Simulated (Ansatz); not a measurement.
Al₄Sb₃. The state is a doublet with charge 0. Geometry PBE-D4/def2-SVP, that of the charge +1 singlet; atoms count from 1.

Cartesian coordinates in Å:
```
Al -0.6498 0.1250 2.3443
Al -1.3173 1.3990 -1.4994
Al 0.4241 -2.2546 -0.8191
Al 0.7994 0.3791 -0.0138
Sb -0.8063 2.3737 0.9261
Sb 0.3993 -0.2979 -2.6256
Sb 1.1506 -1.7242 1.6875
```

In the def2 sets Sb takes a core potential; there is no spin–orbit coupling. The charge 0 doublet is spin-contaminated (final ⟨S²⟩ up to 0.98, 0.75 for a pure state). The structure comes from a short search, and lower isomers may exist.

Question: Estimate the Mulliken populations from the PBE0/def2-TZVP orbitals of Ansatz.

Answer: 
| atom | charge (e) | spin (α − β) |
| --- | --- | --- |
| Al1 | 0.09 | 0.44 |
| Al2 | 0.13 | -0.24 |
| Al3 | 0.09 | 0.44 |
| Al4 | 0.04 | -0.02 |
| Sb5 | -0.12 | 0.10 |
| Sb6 | -0.12 | 0.10 |
| Sb7 | -0.11 | 0.18 |
Mulliken values and Mayer orders depend strongly on the basis.

Question: Where does the spin sit?

Answer: Summed by element: Al 0.61, Sb 0.39, of 1 unpaired in all. Largest on single atoms: Al1 0.44, Al3 0.44, Al2 -0.24.

Question: And the Mayer bond orders between bonded heavy atoms (over 0.3)?

Answer: Al1–Al4 0.34 (2.78 Å); Al1–Sb5 0.86 (2.66 Å); Al1–Sb7 0.90 (2.66 Å); Al2–Al4 0.35 (2.78 Å); Al2–Sb5 0.91 (2.66 Å); Al2–Sb6 0.91 (2.66 Å); Al3–Al4 0.34 (2.78 Å); Al3–Sb6 0.86 (2.66 Å); Al3–Sb7 0.90 (2.66 Å); Al4–Sb5 0.87 (2.73 Å); Al4–Sb6 0.87 (2.73 Å); Al4–Sb7 0.89 (2.73 Å).
